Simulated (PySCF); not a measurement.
**Basis and Hamiltonian dependence of the ionisation energy of Au**

Au [Xe] 4f14 5d10 6s1 (2S) → Au⁺ [Xe] 4f14 5d10 (1S). Calculated with PySCF 2.14 from differences of total energies of unrestricted determinants, without spin-orbit coupling. Values in eV.

| basis | Hamiltonian | functions | UHF | LDA | PBE0 | MP2 (valence) | CCSD(T) (valence) | CCSD(T) (valence and next inner shell) |
| --- | --- | --- | --- | --- | --- | --- | --- | --- |
| def2-SVP with the def2 core potential (60 electrons) | ECP | 32 | 7.693 | 9.934 | n/a | 8.879 | 8.749 | n/a |
| cc-pVDZ-PP with ECP60MDF | ECP | 38 | 7.677 | 9.880 | 9.207 | 8.804 | 8.687 | n/a |
| def2-TZVP with the def2 core potential (60 electrons) | ECP | 40 | 7.684 | 9.889 | n/a | 8.876 | 8.740 | n/a |
| aug-cc-pVDZ-PP with ECP60MDF | ECP | 54 | 7.680 | 9.890 | 9.212 | 9.094 | 8.955 | n/a |
| def2-TZVPPD with the def2 core potential (60 electrons) | ECP | 59 | 7.685 | 9.889 | 9.214 | 9.067 | 8.923 | 9.035 |
| ANO-RCC-VDZP | spin-free X2C | 59 | 7.801 | n/a | n/a | 9.099 | 8.941 | n/a |
| cc-pVTZ-PP with ECP60MDF | ECP | 63 | 7.681 | 9.896 | n/a | 9.087 | n/a | n/a |
| aug-cc-pwCVDZ-PP with ECP60MDF | ECP | 70 | 7.681 | 9.897 | 9.216 | 9.109 | 8.960 | 9.089 |
| ANO-RCC-VTZP | spin-free X2C | 84 | 7.680 | 9.942 | 9.248 | 9.145 | 9.017 | 9.113 |
| aug-cc-pVTZ-PP with ECP60MDF | ECP | 88 | 7.681 | 9.897 | 9.217 | 9.179 | 9.041 | n/a |
| def2-QZVPPD with the def2 core potential (60 electrons) | ECP | 88 | 7.686 | 9.892 | 9.216 | 9.136 | 8.993 | 9.105 |
| x2c-TZVPPall | spin-free X2C | 97 | 7.712 | 9.923 | 9.251 | 9.092 | 8.962 | 9.046 |
| x2c-TZVPPall with one added diffuse shell each of s, p, d, f type | spin-free X2C | 113 | 7.710 | 9.922 | 9.249 | 9.154 | 9.029 | 9.116 |
| aug-cc-pwCVTZ-PP with ECP60MDF | ECP | 122 | 7.681 | 9.899 | 9.220 | 9.182 | n/a | n/a |

Frozen in the all-electron rows: valence: [Xe] 4f14; valence and next inner shell: [Kr] 4d10 4f14; with a core potential, the same shells as far as they lie outside it.

Reference for a calculation without spin-orbit coupling: 9.226 eV (measured, between term centres; NIST).
